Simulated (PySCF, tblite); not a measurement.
Compound: C5H6N2O2S.
Cartesian coordinates in Å at the GFN2-xTB level; atoms count from 1:
```xyz
16
C5H6N2O2S angstrom
C     -3.7142   -0.0498   -0.1259
O     -2.3354   -0.0679   -0.4719
C     -1.4864    0.0319    0.5447
O     -1.8078    0.1336    1.7028
C     -0.0821    0.0053    0.0999
N      0.3436   -0.0976   -1.1133
N      1.6525   -0.0953   -1.2213
C      2.2810    0.0091   -0.0980
C      3.7516    0.0342    0.0354
S      1.2041    0.1205    1.2800
H     -3.9651    0.8838    0.3824
H     -3.9493   -0.8841    0.5386
H     -4.2611   -0.1373   -1.0606
H      4.0721    0.9640    0.5030
H      4.2010   -0.0503   -0.9500
H      4.0880   -0.7912    0.6610
```

The calculation used PBE0/pcSseg-1 in PySCF (dipole) on a GFN2-xTB geometry, gas phase.

Masses are those of the commonest isotopes; rigid-rotor values at the optimised geometry. The values belong to one conformer with, in the numbering `[CH3:1][O:2][C:3](=[O:4])[c:5]1[n:6][n:7][c:8]([CH3:9])[s:10]1`, C1–O2–C3–O4 0°, O2–C3–C5–N6 0°.

(1) Give the principal moments of inertia and the rotational constants in MHz.

(2) Classify the top.

(3) What does the inertial defect say?

(4) Which lines would a microwave search look for?

(5) Estimate the classical rotational partition function at 50 K, 200 K and 298.15 K.

Results:

(1) Ia = 144.13, Ib = 753.83, Ic = 891.65 u·Å²; 505379 MHz·u·Å²/I gives A = 3506, B = 670.4, C = 566.8 MHz.

(2) A near-prolate asymmetric top. Ray's parameter κ = (2B − A − C)/(A − C) = -0.929; −1 is the prolate and +1 the oblate limit.

(3) Not planar: Δ = Ic − Ia − Ib = -6.31 u·Å². For a rigid frame Δ = −2 Σ m c², so Σ m c² = 3.15 u·Å² lies off the ab plane, practically all of it from hydrogen. The atom farthest from that plane is 0.89 Å away.

(4) The dipole components are |μa| = 0.76 D, |μb| = 1.24 D, |μc| = 0.00 D; the mirror of this Cs structure is the ab plane, so μc vanishes by symmetry (the 0.01 D computed is a residue) and there are no c-type lines. Intensities carry the squares of the components, which stand as 0.37 : 1.00 (a : b). Some lines, for components of 0.1 D or more:

```
type  branch         J(Ka,Kc)    MHz  lower level (cm⁻¹)
   a       Q  2(1,1) ← 2(1,2)    311               0.215
   a       R  1(0,1) ← 0(0,0)   1237               0.000
   a       R  2(1,2) ← 1(1,1)   2371               0.136
   a       R  2(0,2) ← 1(0,1)   2472               0.041
   a       R  2(1,1) ← 1(1,0)   2578               0.139
   b       Q  1(1,0) ← 1(0,1)   2940               0.041
   b       Q  2(1,1) ← 2(0,2)   3046               0.124
   b       R  1(1,1) ← 0(0,0)   4073               0.000
   b       R  2(1,2) ← 1(0,1)   5207               0.041
   b       Q  2(2,0) ← 2(1,1)   8511               0.225
   b       Q  2(2,1) ← 2(1,2)   8819               0.215
   b       R  2(2,1) ← 1(1,0)  11086               0.139
   b       R  2(2,0) ← 1(1,1)  11193               0.136
```

(5) Point group Cs, symmetry number σ = 1; q = (√π/σ)·√((kT/h)³/(ABC)), k/h = 20836.6 MHz/K: 51600 at 50 K, 413000 at 200 K, 752000 at 298.15 K.

Its GFN2-xTB frequencies are all real (lowest 36 cm⁻¹). These are rigid-rotor constants of the computed structure; measured ground-state constants (B0) also hold zero-point vibration. A rigid rotor knows nothing of internal rotation, which can split or shift real lines. Quadrupole hyperfine structure (14N) is left out.
